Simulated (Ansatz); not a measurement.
Computed with Ansatz on PBE0-D4/def2-TZVP structures; ΔE is electronic, products minus reactants. CCSD(T)/CBS adds triple-zeta CCSD(T) − MP2 to the extrapolated MP2 energy (def2 sets, frozen cores). This one scheme is used for every species. Functionals use def2-TZVPP. B3LYP here is the variant with VWN-RPA as its local correlation; programs differ in this. HSE06 is defined as in plane-wave codes. def2 core potentials past Kr. For Sn outer-core shells are correlated without core-valence functions, which leaves a few kJ/mol of doubt a bond. One conformer a species, not always the lowest.

Reaction (formal hydrolysis of the Sn–C bond): `C[CH](C)[Sn][F]` + H₂O → `[OH][Sn][F]` + `CCC`

`C[CH](C)[Sn][F]`:

Z-matrix (Å, degrees):
```
C
C 1 1.523
H 1 1.095 2 112.7
H 1 1.094 2 111.0 3 -120.9
H 1 1.097 2 111.1 3 119.8
C 2 1.523 1 111.7 3 -177.1
Sn 2 2.201 1 109.2 3 62.3
H 2 1.097 1 109.6 3 -55.5
H 6 1.097 2 111.1 1 57.5
H 6 1.094 2 111.0 1 -61.8
H 6 1.095 2 112.7 1 177.3
F 7 1.956 2 91.9 1 60.6
```

H₂O:

Z-matrix (Å, degrees):
```
O
H 1 0.960
H 1 0.960 2 105.1
```

`[OH][Sn][F]`:

Z-matrix (Å, degrees):
```
O
Sn 1 1.969
H 1 0.961 2 116.2
F 2 1.934 1 93.3 3 180.0
```

`CCC`:

Z-matrix (Å, degrees):
```
C
C 1 1.519
H 1 1.094 2 111.1
H 1 1.094 2 111.1 3 119.5
H 1 1.093 2 111.7 3 -120.3
C 2 1.519 1 112.7 3 -59.7
H 2 1.095 1 109.5 3 178.2
H 2 1.095 1 109.5 3 62.4
H 6 1.094 2 111.0 1 59.7
H 6 1.093 2 111.7 1 -180.0
H 6 1.094 2 111.1 1 -59.7
```

```
             level  ΔE (kcal/mol)  difference from CCSD(T)/CBS
       LDA (SPW92)          -26.9                         -0.7
            PBE-D4          -27.2                         -1.0
         revPBE-D4          -26.3                         -0.1
           BLYP-D4          -28.6                         -2.4
         r2SCAN-D4          -29.0                         -2.8
            B97M-V          -30.5                         -4.3
          B3LYP-D4          -27.9                         -1.7
        r2SCANh-D4          -28.4                         -2.2
        r2SCAN0-D4          -27.6                         -1.4
          HSE06-D4          -26.1                          0.1
          BHLYP-D4          -27.4                         -1.2
      CAM-B3LYP-D4          -29.2                         -3.0
           ωB97X-V          -28.4                         -2.2
           ωB97M-V          -27.4                         -1.2
            B2PLYP          -29.7                         -3.5
          PBE-QIDH          -26.6                         -0.4
               PBE          -29.1                         -2.9
            revPBE          -29.9                         -3.7
              BLYP          -32.5                         -6.3
            r2SCAN          -29.5                         -3.3
           r2SCANh          -28.9                         -2.7
           r2SCAN0          -28.2                         -2.0
             HSE06          -27.7                         -1.5
             BHLYP          -30.4                         -4.2
         CAM-B3LYP          -31.0                         -4.8
           LC-ωPBE          -28.9                         -2.7
RPA@PBE/def2-TZVPP          -25.7                          0.5
       HF/def2-SVP          -27.7                         -1.5
      MP2/def2-SVP          -26.5                         -0.3
     CCSD/def2-SVP          -25.9                          0.3
     HF/def2-TZVPP          -30.8                         -4.6
    MP2/def2-TZVPP          -25.6                          0.6
SCS-MP2/def2-TZVPP          -27.0                         -0.8
CCSD(T)/def2-TZVPP          -25.6                          0.6
     HF/def2-QZVPP          -31.3                         -5.1
    MP2/def2-QZVPP          -26.1                          0.1
SCS-MP2/def2-QZVPP          -27.5                         -1.3
      HF/CBS(def2)          -31.4                         -5.2
     MP2/CBS(def2)          -26.1                          0.1
    CCSD/CBS(def2)          -26.6                         -0.4
       CCSD(T)/CBS          -26.2                            0
```

(1) What do rigid-rotor, harmonic-oscillator terms from PBE0-D4/def2-TZVP frequencies (298.15 K, 1 bar) make of the CCSD(T)/CBS value? (Best estimate.)

Largest T1 diagnostic among the species: 0.018.

Answers

(1) Ansatz gave: ΔZPE = +1.7 kcal/mol, ΔH = -25.7 kcal/mol, ΔS = 0 J/(mol·K), ΔG = -25.6 kcal/mol. Modes under 50 cm⁻¹ make the entropy rough.

From BLYP to BHLYP (50 % exact exchange), in def2-TZVPP and without D4, ΔE moves by +2.1 kcal/mol. The D4 term adds +3.2 kcal/mol with B3LYP and +1.7 kcal/mol with PBE0; it sums over pairs of atoms, weighted by their polarisabilities, and B3LYP, whose exchange is more repulsive, gets the larger term.
